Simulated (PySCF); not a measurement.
Computed shifts of a molecule C4H6F2, PBE/pcSseg-1 (PySCF), GIAO, gas phase, atoms alike by connectivity averaged where their shifts nearly agree, in ppm (number of nuclei): ¹³C: 128.0 (1), 25.5 (1), 23.6 (1), 17.9 (1). ¹⁹F: -159.1 (1), -182.4 (1). ¹H: 1.88 (1), 1.81 (1), 1.74 (3), 1.20 (1). References: ¹³C against TMS (σ = 182.0 ppm); ¹⁹F against CFCl3 (σ = 133.6 ppm); ¹H against TMS (σ = 31.49 ppm), references at their B3LYP-D3(BJ)/def2-TZVP geometries, non-relativistic. Geometry optimised at PBE-D3(BJ)/def2-SVP. The values are those of a single conformer.

**Question.** Identify the compound among the candidates.
A. C[C@@H]1CC1(F)F
B. C/C=C/C(F)F
C. CCC=C(F)F
D. CC(C)=C(F)F

**Answer.** A, C[C@@H]1CC1(F)F
